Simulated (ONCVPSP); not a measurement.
Before and after: ONCV potential for hafnium (Hf)

* Element: Hf (Z = 72)
* Generator: ONCVPSP 4.0.1
* Type: optimised norm-conserving Vanderbilt (ONCV)
* Functional: PBE
* Relativity: scalar-relativistic
* Frozen core: [Kr] 4d10 4f14
* Valence charge: 12
* Reference configuration: 5s2 5p6 5d2 6s2
* Partial waves: 5s+6s: rc 1.85 bohr, ncon 4, nbas 9, qcut 8.5 1/bohr, 2 projectors; 5p: rc 1.90 bohr, ncon 4, nbas 9, qcut 6.2 1/bohr, 2 projectors, debl 1.7 Ha; 5d: rc 3.20 bohr, ncon 4, nbas 9, qcut 5 1/bohr, 2 projectors, debl 1.1 Ha
* Local potential: polynomial inside 1.55 bohr (lpopt 5, dvloc0 4 Ha)
* Core correction: none

Change: local potential polynomial inside 1.55 bohr (lpopt 5, dvloc0 2.5 Ha).

Cutoffs: the cutoffs (Ha) at which the residual kinetic energy of the hardest occupied pseudo-wave falls to 1 and 0.1 mHa per electron; they do not see the model core or the augmentation charge, which bear on the density cutoff. Errors are all-electron minus pseudo energies relative to the spin-unpolarised reference configuration.

Problem. What does the change do?

Solution. The potential gets neither clearly harder nor softer (21 Ha and 25 Ha → 21 Ha and 25 Ha); of the 3 tests that both files solve, the error grows in 2 and shrinks in 0 by more than 15 % and 0.3 meV (median size 12.8 → 15.8 meV); the range in which the d phases agree narrows (upper end 3.2 → 1.9); neither file shows a bound ghost.

| quantity | base | changed |
| --- | --- | --- |
| cutoff, loose | 21 Ha | 21 Ha |
| cutoff, tight | 25 Ha | 25 Ha |
| bound ghosts | none | none |
| GHOST(+) flags under 300 eV | none | none |
| tests with a reliable result | 3 of 4 | 3 of 4 |
| error for 5s2 5p6 5d2 6s1, meV [ΔE 7.98 eV] | +0.9 | +1.6 |
| error for 5s2 5p6 5d2 6s0, meV [ΔE 22.16 eV] | +13 | +16 |
| error for 5s2 5p6 5d1 6s2 6p1, meV [ΔE 1.96 eV] | +29 | +29 |
| s: phases at 1.88 bohr within 0.05 rad from the reference energy up to (Ha; the scan ends near 5) | to the end of the scan | to the end of the scan |
| p: phases at 1.92 bohr within 0.05 rad from the reference energy up to (Ha; the scan ends near 5) | to the end of the scan | to the end of the scan |
| d: phases at 3.24 bohr within 0.05 rad from the reference energy up to (Ha; the scan ends near 5) | 3.2 | 1.9 |
